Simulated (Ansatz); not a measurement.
Ideal-gas functions of CH$_{3}$SSb (`S=[CH][SbH2]`) at 600 K and 1 bar, from an Ansatz frequency run at PBE0-D4/def2-TZVP.

Molar mass 168.86 g/mol, point group C1 (symmetry number 1), electronic degeneracy 1, moments of inertia 16.222, 309.706, 320.465 u Å². Harmonic wavenumbers (cm⁻¹, unscaled): 82, 183, 453, 533, 648, 761, 828, 1105, 1218, 1956, 1991, 3075.

Use S(trans) = R[1.5 ln M + 2.5 ln T − 1.1517]; rotational temperatures θ = 24.2544 K / I; S(rot) = R[ln(√π/σ · √(T³/θAθBθC)) + 1.5]; for each mode x = 1.438777 ν̃/T, S = R[x/(eˣ − 1) − ln(1 − e⁻ˣ)] and H = RT x/(eˣ − 1); 1 cm⁻¹ = 0.0119627 kJ/mol; R = 8.31446 J/(mol·K).

Q: By hand: the entropy, in J/(mol·K).

A: Translation 187.4. Rotation: θ = 1.4952, 0.0783, 0.0757 K, giving 116.7. Vibration, mode by mode: 21.85, 15.23, 8.02, 6.82, 5.44, 4.38, 3.86, 2.28, 1.84, 0.44, 0.41, 0.04, in all 70.6. Electronic 0.0. Sum 374.7 J/(mol·K).

Q: By hand: H − E and G − E in kJ/mol, counted from the electronic energy.

A: Zero-point energy ½ × 12833 × 0.0119627 = 76.8; thermal vibration 21.4; translation, rotation and pV give 4 RT = 20.0. H − E = 118.2 kJ/mol, and G − E = 118.2 − 600 × 374.7/1000 = -106.6 kJ/mol.

Vibration gives 19 % of the entropy, 21.9 J/(mol·K) of it from the mode under 150 cm⁻¹: soft modes count most, and the harmonic formula is weakest for them. The sum counts one conformer and one mirror image; others add a mixing term.
